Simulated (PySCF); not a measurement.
CH₄ClNOSi₂, SMILES O1[Si@@H]([SiH2]N=C1)Cl.

Geometry: PBE-D3(BJ)/def2-SVP. The structure was generated by enumeration; whether it is a known compound was not checked.

Two levels are set side by side: TDA-PBE/def2-SVPD (PySCF) and TDA-CAM-B3LYP/def2-SVPD (PySCF). Vertical, same geometry. The lowest singlet is HOMO→LUMO 99 % with PBE and HOMO→LUMO 73 % with the other functional; states are paired by order. Differences are taken from unrounded values.

| quantity | TDA-CAM-B3LYP | TDA-PBE | TDA-PBE minus TDA-CAM-B3LYP |
|---|---|---|---|
| lowest singlet excitation (eV) | 5.06 | 4.42 | -0.64 |
| lowest triplet excitation (TDA) (eV) | 4.60 | 4.09 | -0.52 |
| first bright state (f over 0.05) (eV) | 6.14 | 5.33 | -0.81 |
| its oscillator strength | 0.09 | 0.07 | -0.01 |

Functionals without exact exchange tend to place singlet excitations lower, as here. Differences between two approximate levels are no errors against the true value.

Rough cost on one machine, each run with all the roots and properties that it gave: TDA-CAM-B3LYP against TDA-PBE about 4 times.
